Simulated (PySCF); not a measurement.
How good is the calculation?

Numbering as in the mapped SMILES `[CH3:1][Si:2]([CH3:3])([CH3:4])[c:5]1[cH:6][cH:7][cH:8][n:9][cH:10]1`. Each H is labelled by its parent atom.

PySCF 2.14 calculation with NMR shieldings at PBE0/pcSseg-1/GIAO and PBE0-D3(BJ)/def2-SVP structure; relativity neglected, no solvent model, one computed conformer, fast rotation and ring inversion assumed for equivalent nuclei.

Reference values: estimated from measurements, as parent shift plus tabulated substituent increment (solution, not stated per compound (mostly CDCl3 or CCl4); Pretsch, Buehlmann, Badertscher, Structure Determination of Organic Compounds, 4th ed. (2009)).
| atoms | quantity | reference | computed | computed, scaled |
| --- | --- | --- | --- | --- |
| C10 | δ ¹³C | 152.5 | 161.1 | 155.1 |
| C8 | δ ¹³C | 148.6 | 155.8 | 149.9 |
| C6 | δ ¹³C | 138.9 | 146.0 | 140.4 |
| C5 | δ ¹³C | 132.8 | 139.1 | 133.8 |
| C7 | δ ¹³C | 121.4 | 127.8 | 122.9 |

Computed shifts are σ(ref) − σ with the named reference compound (TMS for H and C) calculated as an isolated molecule at the same level. The measured values may be among those fitted. Shieldings were converted by linear fits to measured shifts (mostly CDCl3, TMS scale, for H and C): ¹³C: δ = 177.62 − 0.967σ (rms 1.9 ppm, 903 shifts, 2.3 ppm with the 23 outliers that the fit left out). A few per cent of atoms miss by over 2 rms, more outside the fitted compound classes.

How far are the unscaled ¹³C shifts from the references?

## Answers

Mean signed difference +7.12 ppm, mean absolute 7.12 ppm over 5 comparisons; the largest is +8.6 ppm at C10 (aromatic CH next to a ring nitrogen).
